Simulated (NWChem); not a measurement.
System: KF; SMILES [F][K]

```xyz
2

K      0.0000     0.0000    -0.7269
F      0.0000     0.0000     1.4490
```
Atoms are numbered in this order, from 1.

Structure relaxed at the B3LYP/6-31G* (spherical d) level.

Task: List the 6 lowest vertical singlet excitations and the 6 lowest triplet ones from Hartree-Fock/6-31G* (spherical d), CIS (NWChem).

Result: 
```tsv
state	energy (eV)	oscillator strength	leading excitation (squared amplitude)
S1	6.31	0.027	HOMO → LUMO (0.67)
S2	6.31	0.027	HOMO−1 → LUMO (0.67)
S3	6.40	0.033	HOMO−2 → LUMO (0.68)
S4	7.42	0.000	HOMO−1 → LUMO+1 (0.34)
S5	7.42	0.000	HOMO−1 → LUMO+2 (0.34)
S6	7.43	0.000	HOMO−1 → LUMO+1 (0.40)
T1	6.20	spin-forbidden	HOMO → LUMO (0.62)
T2	6.20	spin-forbidden	HOMO−1 → LUMO (0.62)
T3	6.26	spin-forbidden	HOMO−2 → LUMO (0.67)
T4	7.25	spin-forbidden	HOMO−1 → LUMO+2 (0.38)
T5	7.35	spin-forbidden	HOMO−1 → LUMO+1 (0.34)
T6	7.35	spin-forbidden	HOMO−1 → LUMO+2 (0.34)
```
